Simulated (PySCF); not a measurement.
Isomers of C4H9FO2S, mass 140.031 u with the commonest isotopes. Computed with PBE0/def2-SVPD in PySCF (dipole) on a GFN2-xTB geometry, gas phase. One conformer each, none proved a minimum here; rigid rotors.

Question: Order these by radius of gyration √(Σ m r²/M), smallest first.
A. `[CH3:1][S:2](=[O:3])(=[O:4])[CH2:5][CH2:6][CH2:7][F:8]` with C1–S2–C5–C6 -176°, S2–C5–C6–C7 -78°, C5–C6–C7–F8 -68°
B. `[CH3:1][CH2:2][S:3](=[O:4])(=[O:5])[CH2:6][CH2:7][F:8]` with C1–C2–S3–O4 65°, C2–S3–C6–C7 180°, S3–C6–C7–F8 180°
C. `[CH3:1][CH2:2][S:3](=[O:4])(=[O:5])[C@@H:6]([CH3:7])[F:8]` with C1–C2–S3–O4 64°, C2–S3–C6–C7 -158°

Answer: C (1.892 Å), A (2.049 Å), B (2.142 Å).

Question: Order these by rotational constant C, largest first.
A. `[CH3:1][S:2](=[O:3])(=[O:4])[CH2:5][CH2:6][CH2:7][F:8]` with C1–S2–C5–C6 -176°, S2–C5–C6–C7 -78°, C5–C6–C7–F8 -68°
B. `[CH3:1][CH2:2][S:3](=[O:4])(=[O:5])[C@@H:6]([CH3:7])[F:8]` with C1–C2–S3–O4 64°, C2–S3–C6–C7 -158°
C. `[CH3:1][CH2:2][S:3](=[O:4])(=[O:5])[CH2:6][CH2:7][F:8]` with C1–C2–S3–O4 65°, C2–S3–C6–C7 180°, S3–C6–C7–F8 180°

Answer: B (1137 MHz), A (973.4 MHz), C (859.6 MHz).

Question: Order these by out-of-plane moment Σ m c² = (Ia + Ib − Ic)/2, smallest first.
A. `[CH3:1][S:2](=[O:3])(=[O:4])[CH2:5][CH2:6][CH2:7][F:8]` with C1–S2–C5–C6 -176°, S2–C5–C6–C7 -78°, C5–C6–C7–F8 -68°
B. `[CH3:1][CH2:2][S:3](=[O:4])(=[O:5])[CH2:6][CH2:7][F:8]` with C1–C2–S3–O4 65°, C2–S3–C6–C7 180°, S3–C6–C7–F8 180°
C. `[CH3:1][CH2:2][S:3](=[O:4])(=[O:5])[C@@H:6]([CH3:7])[F:8]` with C1–C2–S3–O4 64°, C2–S3–C6–C7 -158°

Answer: B (54.65 u·Å²), C (56.54 u·Å²), A (68.95 u·Å²).

| SMILES | point group | Ia (u·Å²) | Ib (u·Å²) | Ic (u·Å²) | κ | μa (D) | μb (D) | μc (D) |
| --- | --- | --- | --- | --- | --- | --- | --- | --- |
| CCS(=O)(=O)CCF | Cs | 121.19 | 576.03 | 587.92 | -0.99 | 1.81 | 3.68 | 0.00 |
| CS(=O)(=O)CCCF | C1 | 152.74 | 504.34 | 519.18 | -0.98 | 0.79 | 0.06 | 3.54 |
| CCS(=O)(=O)[C@@H](C)F | C1 | 179.61 | 378.10 | 444.63 | -0.76 | 0.63 | 2.60 | 1.43 |
